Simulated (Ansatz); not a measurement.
C6H7B (`Bc1ccccc1`) at its PBE0-D4/def2-TZVP geometry, where that method's forces vanish. Total charge 0; spin multiplicity 1.

```
atom   x (Å)   y (Å)   z (Å)
  B1   0.256  -2.336   0.510
  C2   0.093  -0.848   0.185
  C3  -1.097  -0.353  -0.371
  C4  -1.248   0.990  -0.666
  C5  -0.205   1.871  -0.408
  C6   0.985   1.411   0.142
  C7   1.128   0.066   0.434
  H8  -0.637  -3.103   0.290
  H9   1.278  -2.742   0.985
 H10  -1.909  -1.045  -0.570
 H11  -2.174   1.357  -1.095
 H12  -0.321   2.925  -0.638
 H13   1.794   2.105   0.340
 H14   2.056  -0.297   0.864
```

(1) For each bond, give half the difference of the two atoms' forces along it (eV/Å; positive pushes the atoms apart) under PBE-D4, r2SCAN-D4, B3LYP-D4, ωB97M-V in def2-TZVPP. (Estimate.)

## Answers

(1) Ansatz gave: 
| bond | length (Å) | PBE-D4 | r2SCAN-D4 | B3LYP-D4 | ωB97M-V |
| --- | --- | --- | --- | --- | --- |
| B1–C2 | 1.532 | -0.21 | -0.08 | -0.04 | 0.14 |
| B1–H8 | 1.198 | 0.07 | -0.04 | -0.10 | -0.13 |
| B1–H9 | 1.198 | 0.07 | -0.04 | -0.10 | -0.13 |
| C2–C3 | 1.403 | 0.19 | 0.13 | 0.12 | -0.03 |
| C2–C7 | 1.403 | 0.19 | 0.13 | 0.12 | -0.03 |
| C3–C4 | 1.384 | 0.08 | 0.05 | 0.08 | 0.10 |
| C3–H10 | 1.085 | 0.01 | -0.08 | -0.15 | -0.08 |
| C4–C5 | 1.389 | 0.13 | 0.10 | 0.11 | 0.03 |
| C4–H11 | 1.084 | 0.01 | -0.08 | -0.14 | -0.10 |
| C5–C6 | 1.389 | 0.13 | 0.10 | 0.11 | 0.03 |
| C5–H12 | 1.085 | 0.00 | -0.10 | -0.15 | -0.08 |
| C6–C7 | 1.384 | 0.08 | 0.05 | 0.08 | 0.10 |
| C6–H13 | 1.084 | 0.01 | -0.08 | -0.14 | -0.10 |
| C7–H14 | 1.085 | 0.01 | -0.08 | -0.15 | -0.08 |

B3LYP here is the variant with VWN-RPA as its local correlation; programs differ in this.
